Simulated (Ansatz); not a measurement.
Geometry optimisation, Ansatz, RKS B3LYP-D4/def2-SVP.

Input:

```yaml
crystal:
  periodic: [false, false, false]
  atoms:
    - { symbol: Si, position_ang: [0.452866, 0.364161, -0.470191] }
    - { symbol: Si, position_ang: [-0.017968, 0.279782, 2.940187] }
    - { symbol: H, position_ang: [-1.374837, -0.299605, 2.74998] }
    - { symbol: H, position_ang: [1.02534, -0.779604, 2.874199] }
    - { symbol: H, position_ang: [0.048167, 0.930263, 4.285556] }
    - { symbol: Cl, position_ang: [1.619155, -0.435459, -1.956783] }
    - { symbol: Cl, position_ang: [-1.199158, 1.289252, -1.251442] }
    - { symbol: F, position_ang: [-0.053832, -0.899478, 0.405997] }
    - { symbol: H, position_ang: [1.240407, 1.287352, 0.342825] }
    - { symbol: H, position_ang: [0.248461, 1.316237, 1.933572] }
basis:
  gaussian: { orbitals: def2-SVP }
hamiltonian:
  xc: b3lyp
  dispersion: d4
relax:
  f_tol: 0.03
  max_steps: 50
output:
  orbitals: {}
```

Launched with:

```bash
$ ansatz run input.yaml --threads 4 --pin off --max-ram 5120MiB --backend cpu --events-out ev --progress --plain --runs-dir out
```

Problem. Where does it end, and by what steps?

Solution. The forces met the threshold. The force dipped under the threshold on the way, but the program's further checks kept it going. After 14 steps the energy has fallen by 0.261 eV; H9 moved furthest, 0.82 Å.

```csv
step,energy less start (eV),largest force component (eV/Å),accepted
0,0.0000,0.885,yes
1,-0.1706,0.165,yes
2,-0.2339,0.260,yes
3,-0.2287,0.911,no
4,-0.2403,0.061,yes
5,-0.2469,0.033,yes
6,-0.2501,0.116,yes
7,-0.2515,0.066,yes
8,-0.2532,0.030,yes
9,-0.2548,0.255,yes
10,-0.2575,0.102,yes
11,-0.2590,0.023,yes
12,-0.2590,0.105,no
13,-0.2605,0.033,yes
14,-0.2606,0.029,yes
```

```xyz
10
Properties=species:S:1:pos:R:3
Si 0.651 0.325 -0.749
Si -0.173 0.301 3.202
H -1.306 -0.610 2.886
H 1.113 -0.449 3.190
H -0.377 0.899 4.554
Cl 1.125 -0.559 -2.536
Cl -1.020 1.487 -0.962
F 0.308 -0.853 0.307
H 1.788 1.108 -0.237
H -0.120 1.404 2.199
```

Whether the end is a true minimum wasn't checked by a vibrational analysis.

The run took 25 s on 4 threads of Arm Neoverse V1, on a shared host, peak memory 0.27 GiB.
